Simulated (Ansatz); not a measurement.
FGeHS, SMILES `[F][Ge][SH]`, relaxed with RKS PBE0-D4/def2-TZVP in Ansatz 0.2.0 from a PBE-D4/def2-SVP geometry. The force threshold is 0.005 eV/Å; the program also tests the step.

Charge 0, multiplicity 1.

Start:

```xyz
4

F     1.710   -1.181    0.356
Ge    0.393   -0.710   -0.740
S    -0.569    0.805    0.654
H    -1.534    1.086   -0.270
```

(1) By how much does the energy fall, and how many steps does the optimiser take? (Best estimate.)

(2) Which bonds change most? (An estimate is asked.)

(3) Give the relaxed structure. (An estimate is asked.)

Results:

(1) The calculation gave: 0.48 kcal/mol, in 6 steps.

(2) Computed: Ge2–S3 from 2.273 to 2.235 Å; F1–Ge2 from 1.777 to 1.757 Å; S3–H4 from 1.365 to 1.345 Å.

(3) The calculation gave: 
```xyz
4

F     1.678   -1.153    0.362
Ge    0.387   -0.706   -0.743
S    -0.551    0.782    0.636
H    -1.514    1.078   -0.255
```
